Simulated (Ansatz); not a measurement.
C2H7BGeO can be A, `BO[C](=C)[GeH3]`, or B, `BC(=C)[O][GeH3]`.

Program: Ansatz. Geometries: PBE0-D4/def2-TZVP. ΔE: electronic, gas phase. CBS: MP2 limit from def2 TZ/QZ plus the TZ coupled-cluster correction, frozen cores. DFT in def2-TZVPP. B3LYP here is the variant with VWN-RPA as its local correlation; programs differ in this. For Ge outer-core shells are correlated without core-valence functions, which leaves a few kJ/mol of doubt a bond. Scalar relativity is left out up to krypton. Each species was taken in one conformer, which may not be the lowest.

Q: Which isomer does CCSD(T)/CBS put lower? Give the gap. (An estimate is asked.)

A: Computed: A, by 18.3 kcal/mol.

Q: Give E(B) − E(A) in kcal/mol with ωB97M-V, B3LYP-D4, B2PLYP, CCSD/def2-TZVPP, PBE-D4, MP2/def2-TZVPP, r2SCAN-D4. (Estimate.)

A: Computed: ωB97M-V 17.9, B3LYP-D4 17.1, B2PLYP 17.1, CCSD/def2-TZVPP 18.0, PBE-D4 17.4, MP2/def2-TZVPP 17.9, r2SCAN-D4 17.0. None reverses the order clearly.

Largest T1 diagnostic: 0.014.

In def2-TZVPP, CCSD(T) changes the Hartree–Fock value by +2.5 kcal/mol (the triples alone add −0.0 kcal/mol) and MP2 by +2.4 kcal/mol.
